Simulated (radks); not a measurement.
Results of a calculation; reference values are marked as such.
Dipole-allowed excitations along the series with 48 electrons in [Kr] 4d10 5s2. Level of theory: scalar-relativistic Kohn-Sham, exchange-only LDA, spin-polarised, spherical densities, finite nucleus; Fermi nuclear charge, rms radius of each element as measured or else 0.836 A^(1/3) + 0.57 fm (a radial shooting solver on a logarithmic mesh with Libxc functionals). Time-dependent linear response with the Hartree and adiabatic exchange-only LDA kernel, continuum included through the Sternheimer equations, no spin-orbit coupling, so fine structure and intercombination lines are absent. Lines are the poles of the dipole polarisability below minus the highest occupied eigenvalue, found on a grid refined at the orbital gaps; the lowest seven at most are given, and weak or close lines can be missed. The first line takes the name of the lowest orbital gap if no other gap lies below it; otherwise a line is named after a gap within 0.6 % of it, if that gap stands alone.

| species | -e(HOMO) (eV) | lowest orbital gap (eV) | first line (eV) | f | strongest line (eV) | its f | static alpha (bohr^3) |
|---|---|---|---|---|---|---|---|
| Pr11+ | 190.86 | 5s-5p 24.476 | 28.553 (5s-5p) | 1.52 | 144.33 (unassigned) | 7.83 | 1.800 |
| Nd12+ | 215.87 | 5s-5p 26.469 | 30.758 (5s-5p) | 1.51 | 153.07 (unassigned) | 7.25 | 1.548 |

Estimate the first line of Ce10+, its oscillator strength and the static polarisability.

Answer. 26.400 eV (5s-5p), f = 1.53, alpha = 2.112 bohr^3.
